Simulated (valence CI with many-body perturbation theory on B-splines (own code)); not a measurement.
E1 transitions of Dy59+

Level of theory: configuration interaction combined with many-body perturbation theory (CI+MBPT): five valence electrons over a frozen Dirac-Fock core [He], a basis of 9 s, 9 p, 8 d, 6 f, 3 g, 1 h functions for each j, with the one-electron correlation potential Σ1, the two-electron term Σ2, the three-electron term Σ3, Breit, model QED; selected CI, second order for the rest (own B-spline code, finite nucleus).

No measured spectrum was set against this ion. As an estimate, large intervals hold to a few tenths of a per cent, small ones and those within an open d or f shell to about a per cent. Among the levels kept, up to 1100 cm⁻¹ of a level comes from second order outside the variational space, and about a tenth of that is noise between levels of different J, which matters for small intervals.

Lines 51 to 100 of 254 in falling wavelength, among levels below 628.96 Ry, chosen from the strongest by gf and those to the six lowest levels. Wavelengths and rates use the calculated energies. Electric multipoles are in the length gauge, E1 and E2 with the static RPA response of the core. Weak lines are less certain than strong ones. Lines between different terms over intervals too small for the method are left out, as are lines whose strength nearly cancels. The highest levels of a list are the least certain.

Levels are named by their leading jj configuration (3d3/2^4 stands for four electrons in 3d with j = 3/2), which in mixed levels can hold well under half, so a name can repeat and another be missing. Letters in brackets count levels of one name in rising energy.

```tsv
λ vac (nm)	Upper	Lower	A (s⁻¹)	S (a.u.)
3.698	(2s^2 2p1/2^2 3d3/2) J=3/2	(2s^2 2p1/2^2 3p1/2) J=1/2	3.42e+11	3.42e-02
3.698	(2s^2 2p1/2 2p3/2 3d3/2) J=3/2 [a]	(2s^2 2p1/2 2p3/2 3p1/2) J=1/2	9.78e+10	9.76e-03
3.696	(2s^2 2p1/2 2p3/2 3d3/2) J=3/2 [b]	(2s^2 2p1/2 2p3/2 3p1/2) J=3/2 [a]	1.11e+11	1.11e-02
3.695	(2s^2 2p1/2 2p3/2 3p3/2) J=3/2 [a]	(2s^2 2p1/2 2p3/2 3s) J=1/2	1.96e+11	1.95e-02
3.691	(2s 2p1/2^2 2p3/2 3d3/2) J=7/2	(2s 2p1/2^2 2p3/2 3p1/2) J=5/2	3.10e+11	6.15e-02
3.687	(2s^2 2p1/2 2p3/2 3d3/2) J=7/2	(2s^2 2p1/2 2p3/2 3p1/2) J=5/2	3.37e+11	6.67e-02
3.682	(2s 2p1/2^2 2p3/2 3d5/2) J=5/2	(2s^2 2p1/2 2p3/2 3d3/2) J=3/2 [a]	5.04e+10	7.45e-03
3.677	(2s^2 2p1/2 2p3/2 3p3/2) J=5/2 [a]	(2s^2 2p1/2 2p3/2 3s) J=3/2 [a]	5.35e+11	7.88e-02
3.676	(2s 2p1/2^2 2p3/2 3d3/2) J=1/2	(2s 2p1/2^2 2p3/2 3p1/2) J=3/2	3.66e+11	1.80e-02
3.667	(2s 2p1/2^2 2p3/2 3p3/2) J=5/2 [a]	(2s 2p1/2^2 2p3/2 3s) J=3/2 [a]	1.98e+11	2.89e-02
3.652	(2s^2 2p1/2 2p3/2 3p3/2) J=1/2 [a]	(2s^2 2p1/2 2p3/2 3s) J=1/2	3.05e+11	1.46e-02
3.647	(2s 2p1/2^2 2p3/2 3p3/2) J=7/2	(2s 2p1/2^2 2p3/2 3s) J=5/2	4.39e+11	8.42e-02
3.643	(2s 2p1/2^2 2p3/2 3p3/2) J=3/2 [b]	(2s^2 2p1/2 2p3/2 3p3/2) J=1/2 [a]	1.67e+11	1.59e-02
3.630	(2s^2 2p1/2 2p3/2 3d3/2) J=3/2 [b]	(2s^2 2p1/2 2p3/2 3p1/2) J=1/2	9.90e+10	9.35e-03
3.624	(2s 2p1/2^2 2p3/2 3p3/2) J=1/2 [a]	(2s 2p1/2^2 2p3/2 3s) J=3/2 [a]	4.61e+11	2.17e-02
3.608	(2s^2 2p1/2 2p3/2 3d3/2) J=1/2 [a]	(2s^2 2p1/2 2p3/2 3p1/2) J=1/2	3.16e+11	1.47e-02
3.608	(2s^2 2p1/2^2 3p3/2) J=3/2	(2s^2 2p1/2^2 3s) J=1/2	5.53e+11	5.12e-02
3.599	(2s^2 2p1/2 2p3/2 3p3/2) J=3/2 [a]	(2s^2 2p1/2 2p3/2 3s) J=3/2 [a]	1.11e+11	1.02e-02
3.598	(2s 2p1/2^2 2p3/2 3p3/2) J=1/2 [b]	(2s^2 2p1/2 2p3/2 3p3/2) J=1/2 [a]	1.72e+11	7.91e-03
3.559	(2s 2p1/2^2 2p3/2 3p3/2) J=3/2 [a]	(2s 2p1/2^2 2p3/2 3s) J=5/2	1.14e+11	1.01e-02
3.555	(2s^2 2p1/2 2p3/2 3p3/2) J=3/2 [b]	(2s^2 2p1/2 2p3/2 3s) J=3/2 [b]	2.29e+11	2.03e-02
3.553	(2s 2p1/2^2 2p3/2 3p3/2) J=3/2 [b]	(2s 2p1/2^2 2p3/2 3s) J=3/2 [b]	1.48e+11	1.31e-02
3.537	(2s^2 2p1/2 2p3/2 3d3/2) J=5/2 [b]	(2s^2 2p1/2 2p3/2 3p1/2) J=5/2	1.47e+11	1.92e-02
3.528	(2s^2 2p1/2 2p3/2 3p3/2) J=5/2 [b]	(2s^2 2p1/2 2p3/2 3s) J=3/2 [b]	2.99e+11	3.89e-02
3.497	(2s^2 2p1/2 2p3/2 3p3/2) J=3/2 [b]	(2s^2 2p1/2 2p3/2 3s) J=5/2	1.13e+11	9.53e-03
3.472	(2s^2 2p1/2 2p3/2 3d3/2) J=3/2 [c]	(2s^2 2p1/2 2p3/2 3p1/2) J=5/2	1.16e+11	9.59e-03
3.471	(2s^2 2p1/2 2p3/2 3p3/2) J=5/2 [b]	(2s^2 2p1/2 2p3/2 3s) J=5/2	3.20e+11	3.96e-02
3.443	(2s 2p1/2^2 2p3/2^2) J=3/2	(2s^2 2p1/2 2p3/2^2) J=5/2	6.17e+10	4.97e-03
3.411	(2s 2p1/2^2 2p3/2 3p3/2) J=3/2 [b]	(2s 2p1/2^2 2p3/2 3s) J=1/2	1.50e+11	1.18e-02
3.405	(2s 2p1/2^2 2p3/2 3p3/2) J=5/2 [a]	(2s 2p1/2^2 2p3/2 3s) J=5/2	3.26e+11	3.81e-02
3.401	(2s^2 2p1/2 2p3/2 3p3/2) J=3/2 [b]	(2s^2 2p1/2 2p3/2 3s) J=1/2	1.47e+11	1.15e-02
3.371	(2s 2p1/2^2 2p3/2 3p3/2) J=1/2 [b]	(2s 2p1/2^2 2p3/2 3s) J=1/2	2.26e+11	8.56e-03
3.325	(2s^2 2p1/2 2p3/2 3p3/2) J=1/2 [b]	(2s^2 2p1/2 2p3/2 3s) J=3/2 [b]	6.61e+11	2.40e-02
3.319	(2s^2 2p1/2 2p3/2 3p3/2) J=3/2 [b]	(2s^2 2p1/2 2p3/2 3s) J=3/2 [a]	1.66e+11	1.20e-02
3.253	(2s 2p1/2^2 2p3/2^2) J=1/2	(2s^2 2p1/2 2p3/2^2) J=3/2	2.06e+08	7.00e-06
3.241	(2s 2p1/2^2 2p3/2^2) J=3/2	(2s^2 2p1/2 2p3/2^2) J=3/2	2.10e+10	1.41e-03
3.236	(2p1/2^2 2p3/2^3) J=3/2	(2s 2p1/2 2p3/2^3) J=5/2	1.34e+11	8.99e-03
3.125	(2s 2p1/2^2 2p3/2 3p3/2) J=5/2 [b]	(2s 2p1/2^2 2p3/2 3s) J=3/2 [a]	6.39e+10	5.78e-03
2.471	(2s^2 2p3/2^3) J=3/2	(2s 2p1/2^2 2p3/2^2) J=1/2	1.27e+09	3.79e-05
2.093	(2s^2 2p3/2^3) J=3/2	(2s 2p1/2^2 2p3/2^2) J=5/2	2.20e+09	3.98e-05
1.165	(2s 2p1/2 2p3/2^3) J=3/2 [a]	(2s^2 2p1/2 2p3/2^2) J=1/2	2.73e+10	8.52e-05
1.121	(2s 2p1/2^2 2p3/2^2) J=5/2	(2s^2 2p1/2^2 2p3/2) J=3/2	9.87e+11	4.12e-03
1.120	(2s 2p1/2 2p3/2^3) J=3/2 [a]	(2s^2 2p1/2 2p3/2^2) J=5/2	1.12e+11	3.11e-04
1.097	(2s 2p1/2 2p3/2^3) J=3/2 [a]	(2s^2 2p1/2 2p3/2^2) J=3/2	3.25e+12	8.49e-03
1.082	(2s 2p1/2 2p3/2^3) J=5/2	(2s^2 2p1/2 2p3/2^2) J=5/2	3.22e+12	1.21e-02
1.076	(2s 2p1/2^2 2p3/2 3s) J=1/2	(2s^2 2p1/2^2 3s) J=1/2	2.40e+12	2.96e-03
1.076	(2s 2p1/2^2 2p3/2 3d3/2) J=3/2 [b]	(2s^2 2p1/2^2 3d3/2) J=3/2	2.96e+12	7.27e-03
1.073	(2s 2p1/2 2p3/2^3) J=1/2	(2s^2 2p1/2 2p3/2^2) J=1/2	2.31e+12	2.82e-03
1.072	(2s 2p1/2^2 2p3/2 3p3/2) J=5/2 [b]	(2s^2 2p1/2^2 3p3/2) J=3/2	4.11e+12	1.50e-02
1.068	(2s^2 2p1/2 2p3/2 3d3/2) J=3/2 [a]	(2s^2 2p1/2^2 3p1/2) J=1/2	1.90e+12	4.57e-03
```
